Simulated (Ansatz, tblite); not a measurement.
Removing an electron: Hg2O2⁻. The state is a doublet with charge -1. Geometry: r2SCAN-D4/def2-TZVPD. Ansatz, gas phase; energy differences of separate SCF runs; the oxidised species is a triplet (the singlet lies 1.27 eV higher at PBE0-D4/def2-TZVPD).

| atom | x (Å) | y (Å) | z (Å) |
| --- | --- | --- | --- |
| Hg1 | 1.5400 | 1.3190 | 0.8517 |
| Hg2 | 0.6778 | -0.7664 | -1.6066 |
| O3 | -1.5164 | -0.3507 | -0.1399 |
| O4 | -0.7014 | -0.2019 | 0.8947 |

In the def2 sets Hg takes a core potential; there is no spin–orbit coupling. The xTB rows come from tblite. The structure holds one bond between oxygen atoms, so isomers without such links may lie far lower. The structure comes from a short search, and lower isomers may exist.

Q: Estimate orbital energies and vertical ionisation energies at: GFN1-xTB; GFN2-xTB; PBE-D4/def2-TZVPD; r2SCAN-D4/def2-TZVPD; PBE0-D4/def2-TZVPD.

A: 
```tsv
level	−HOMO (eV)	vertical IE (eV)	−LUMO (eV)	HOMO–LUMO gap (eV)	remarks
GFN1-xTB	–	8.73	–	–	–
GFN2-xTB	–	8.14	–	–	–
PBE-D4/def2-TZVPD	-1.11	1.95	-1.59	0.48	HOMO above zero (-1 doublet)
r2SCAN-D4/def2-TZVPD	-1.06	1.93	-2.09	1.03	HOMO above zero (-1 doublet)
PBE0-D4/def2-TZVPD	0.06	2.05	-2.83	2.89	–
```

  A HOMO above zero means that the electron is unbound at that level or that self-interaction error raises the level; the energy of removing that electron tells which. HOMO and LUMO are the levels of the spin that leaves or enters (xTB has no such levels and no spin-polarisation term). Other spin states of the ions may lie lower, which would lower the ionisation energy or raise the affinity. Raw xTB energy differences between charge states are shifted by several eV; the methods need an empirical correction for them.
